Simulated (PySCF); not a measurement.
**An excited-state table with gaps**

Species: SnH3(OSiMe3), C₃H₁₂OSiSn.
Geometry (PBE0-D3(BJ)/def2-SVP, Å), atoms numbered from 1 in this order:
```xyz
18
C3H12OSiSn angstrom
Sn     2.260    0.967    1.510
H      1.881    0.814    3.173
H      3.886    0.568    1.169
H      1.830    2.513    0.902
O      1.187   -0.389    0.544
Si    -0.281   -0.350   -0.242
C     -1.578    0.458    0.856
C     -0.753   -2.122   -0.624
C     -0.121    0.633   -1.836
H     -2.565    0.471    0.365
H     -1.314    1.503    1.089
H     -1.685   -0.085    1.808
H     -0.854   -2.711    0.301
H     -1.709   -2.174   -1.168
H      0.020   -2.600   -1.246
H      0.160    1.680   -1.636
H      0.650    0.196   -2.490
H     -1.070    0.646   -2.397
```

The calculation used TDDFT wB97X-D/def2-SVPD, vertical, gas phase, core orbitals frozen in the response, def2 core potentials past Kr in PySCF. Spin–orbit coupling is left out.

Lowest singlets, with some entries withheld (?).

| state | λ (nm) | f | main configurations (H = HOMO, L = LUMO) |
| --- | --- | --- | --- |
| S1 | 193.9 | 0.014 | H→L (70%), H-2→L (10%) |
| S2 | 182.6 | 0.053 | H-1→L (62%), H-3→L (18%) |
| S3 | 170.9 | 0.011 | H→L+1 (82%) |
| S4 | 164.0 | 0.016 | H-1→L+1 (73%), H-3→L+1 (11%) |
| S5 | ? | ? | ? |
| S6 | 158.9 | 0.038 | H-3→L (38%), H-2→L (10%), H-4→L (9%) |
| S7 | 155.4 | 0.0010 | H→L+2 (62%), H→L+4 (9%) |
| S8 | 152.5 | 0.012 | H→L+3 (64%) |
| S9 | ? | ? | ? |
| S10 | 149.9 | 0.129 | H-1→L+2 (20%), H→L+4 (19%) |

Task: Fill in the withheld entries.

Result: 
- S5: λ = 159.5 nm; f = 0.021; H-2→L (39%), H-2→L+1 (10%), H-3→L (10%)
- S9: λ = 151.6 nm; f = 0.073; H-1→L+2 (33%), H-2→L+1 (11%), H→L+4 (10%)

Task: How far apart are S1 and S7, in eV and cm⁻¹?

Result: 7.976 − 6.396 = 1.580 eV, or about 12750 cm⁻¹.

Task: Where do the lowest triplets lie (Tamm–Dancoff)?

Result: T1 6.05 eV, H→L (68%), H-2→L (13%); T2 6.34 eV, H-1→L (61%), H-3→L (19%); T3 6.86 eV, H→L+1 (56%), H-2→L+1 (20%); T4 7.06 eV, H-1→L+1 (36%), H-3→L+1 (33%). E(S1) − E(T1) = +0.35 eV.

Task: What is the mean static polarisability from the same response equations?

Result: 104.4 au (15.47 Å³), with principal values 98.9, 101.2 and 113.0 au.

On one thread of an Intel Xeon at 2.50 GHz, shared host with 64 logical CPUs at a one-minute load of 63, this took 3.5 min wall, 2.9 min CPU (grids of density and orbitals included) and 1.2 GiB of memory at its peak.
